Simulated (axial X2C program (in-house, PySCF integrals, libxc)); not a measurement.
## SnI⁺: from the spin-free to the two-component result

All values were computed with an in-house relativistic program for diatomic molecules. Spin-free means the one-electron spin-free X2C Hamiltonian; two-component (2c) means X2C with spin–orbit coupling and atomic mean-field two-electron Coulomb and Gaunt terms, so the difference of the two also holds small scalar two-electron terms. Basis: I dyall-cv3z [11s12p8d4f1g], Sn dyall-cv3z [11s12p9d4f1g] (cores contracted in-house); Gaussian nuclei, density fitting, unrestricted open shells. Masses: I 126.904 u, Sn 119.902 u.

Spin-free state: M_S = 0, Λ = 0 (closed shell); fragments I + Sn+.

```csv
level,Re (Å),ωe (cm⁻¹),De (eV),μ (D)
PBE0,2.596,241.8,3.544,4.04
HF,2.603,244.9,2.105,4.80
MP2,2.607,245.8,3.367,n/a
CCSD,2.611,242.4,3.151,n/a
CCSD(T),2.619,238.9,3.314,n/a
M06,2.607,240.9,3.533,3.70
```

Correlated methods: 10 electrons correlated (number of frozen shells: I 4 s, 3 p, 2 d; Sn 4 s, 3 p, 2 d), 308 virtual spin orbitals or spinors in MP2, 90 natural virtuals in coupled cluster.

Dipoles are positive if Sn is the positive end and refer to the centre of mass.

Two-component determinant lowest at the distance of the search:

Ω = 0 (closed shell); fragments I + Sn+.

```tsv
level	Re (Å)	ωe (cm⁻¹)	μ (D)
PBE0	2.601	238.8	3.94
HF	2.608	242.3	4.69
MP2	2.611	243.4	n/a
CCSD	2.616	239.5	n/a
CCSD(T)	2.623	236.3	n/a
M06	2.612	237.4	3.60
```

Task: From the two tables, how do the constants change at the CCSD(T) level (2c against spin-free)?

Result: At the CCSD(T) level Re increases by 0.004 Å and ωe goes down by 2.6 cm⁻¹.

One determinant describes the state; a PBE0 search over occupations chose it and may have missed a lower one. The closed shell is kept restricted, so the energy runs too high when the bond is stretched far. De is counted from the lowest determinant-based energies of the atoms at the same level, without counterpoise correction. De is not given where an atomic determinant may have missed its ground term or J level, or where the truncated virtual space spoils (T). Coupled cluster ran in a truncated set of natural virtual spinors; the MP2 energy of the rest was added. (T) has no such correction and the atoms are truncated less, which lowers De at CCSD(T) by a hundredth of an eV or more. The functionals have no current-density term, which raises determinants with orbital currents, atoms included. With the outer-core shells frozen, correlated bond lengths of heavy atoms tend to come out a few hundredths of an ångström too long.
